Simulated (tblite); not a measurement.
Compound: C₆H₅FN (doublet state).
Geometry (GFN2-xTB, Å), atoms numbered from 1 in this order:
```
atom  x, y, z in Å
C1     2.5459   -0.2181    0.7863
C2     1.7595    0.1053   -0.1995
C3     0.3149    0.0644   -0.1691
C4    -0.5990    0.3849   -1.1549
C5    -1.8649    0.1656   -0.5950
F6    -3.0399    0.3560   -1.2184
C7    -1.7135   -0.2761    0.6953
N8    -0.3784   -0.3315    0.9352
H9     3.5891   -0.2662    0.9890
H10    2.1583    0.4453   -1.1639
H11   -0.3891    0.7322   -2.1457
H12   -2.4467   -0.5440    1.4276
H13    0.0594   -0.6174    1.7953
```

Computed with GFN2-xTB (tblite): harmonic, unscaled wavenumbers at the GFN2-xTB geometry, gas phase. Against measured fundamentals such values can be off by several per cent, at times by over 20. One conformer, not necessarily the lowest. Open shells enter through the occupations alone, without spin polarisation, and single modes of such species can be off by tens of per cent.

Harmonic wavenumbers (cm⁻¹): 97.7, 169.5, 225.0, 339.7, 348.8, 472.2, 527.6, 565.5, 588.5, 617.2, 669.8, 673.2, 734.7, 747.4, 785.0, 801.1, 973.6, 992.4, 1096.5, 1107.6, 1180.2, 1189.6, 1326.8, 1412.5, 1441.8, 1499.0, 1584.1, 1675.5, 2812.5, 3186.1, 3188.0, 3205.9, 3476.7.

A = 7235, B = 1279, C = 1087 MHz; mass 110.041 u (most abundant isotopes); point group Cs, symmetry number 1; spin multiplicity 2.

Q: What is the zero-point energy?

A: Half the sum of the wavenumbers: 19856 cm⁻¹ = 237.53 kJ/mol.

Q: What is S at 298.15 K and 1 bar for an ideal gas of classical rigid rotors and harmonic oscillators?

A: Translation 167.48, rotation 116.57, vibration 63.17, spin (R ln 2) 5.76: S = 353.0 J/(mol K).

Q: And Cp and H(298.15 K) − H(0)?

A: Cp = 122.57 J/(mol K), of which vibrations give 89.31 (their classical limit is 33 R = 274.4); H(298.15 K) − H(0) = 21.35 kJ/mol without the zero-point energy, 11.44 from vibrations.

Q: What must be added to the electronic energy to get the Gibbs energy at 298.15 K and 1 bar?

A: ZPE + [H(298.15 K) − H(0)] − T·S = 237.53 + 21.35 − 105.24 = 153.64 kJ/mol.

Q: How do the functions run with temperature in this model?

A: 
```tsv
T (K)	S (J/(mol K))	Cp (J/(mol K))	H − H(0) (kJ/mol)	G − H(0) (kJ/mol)	ln q(vib)
50	232.9	39.9	1.76	-9.89	0.07
100	264.6	53.4	4.08	-22.38	0.43
373.15	383.1	146.4	31.46	-111.50	4.18
500	430.7	178.5	52.17	-163.16	6.32
750	511.5	219.3	102.37	-281.27	10.56
1000	578.2	243.8	160.48	-417.74	14.55
```

q(vib) and H(0) count from the zero-point level.

Q: Blend soft modes into free rotors: weight 1/[1 + (100 cm⁻¹/ν̃)⁴] for the oscillator and the rest for a rotor with moment μB/(μ + B), μ = h/(8π²ν), B = 10⁻⁴⁴ kg m². What vibrational entropy results?

A: 61.83 J/(mol K) in place of 63.17, which changes −T·S at 298.15 K by +0.40 kJ/mol.

Q: Which modes carry the vibrational entropy at 298.15 K?

A: 97.7 cm⁻¹: 14.64; 169.5 cm⁻¹: 10.21; 225.0 cm⁻¹: 8.03; 339.7 cm⁻¹: 5.08; 348.8 cm⁻¹: 4.90; 472.2 cm⁻¹: 3.06 J/(mol K); the other 27 give 17.25 together.

Hindered rotation and anharmonicity are outside this model. Other conformers, if any are populated, would add a mixing term that is left out.
